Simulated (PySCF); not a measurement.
**Exercise with solution: dipole moment from atomic charges**

GeH2S2, SMILES [Ge]([SH])[SH] (connectivity only; charge and spin as stated), neutral, multiplicity 1. Atoms are numbered in the order given.

```xyz
5

Ge     0.0000     0.0000     0.7587
S      0.0000     1.6323    -0.7688
H      0.0000     2.6009     0.1619
S      0.0000    -1.6323    -0.7688
H      0.0000    -2.6009     0.1619
```
Charge 0, spin multiplicity 1.

Geometry optimised at PBE0-D3(BJ)/def2-TZVP. Other conformers were not sampled.

Charges (e) from PySCF with M06-2X/def2-TZVPD:

```csv
atom,IAO,ESP fit
Ge1,0.370,0.066
S2,-0.282,-0.196
H3,0.097,0.163
S4,-0.282,-0.196
H5,0.097,0.163
```

The dipole moment of the full density is 1.93 D.

**Question.** What dipole moment does each set of point charges give, and which comes closer to that of the density?

**Answer.** 
μ = Σ q r, and 1 e Å = 4.8032 D.
IAO: Σ q r = (0.000, 0.000, 0.746) e Å, |μ| = 3.58 D.
ESP fit: Σ q r = (0.000, 0.000, 0.404) e Å, |μ| = 1.94 D.
ESP fit comes closer in size. Point charges leave out the atoms' own dipoles (lone pairs, polarised bonds); fits to the potential absorb them, partitions of the density don't.
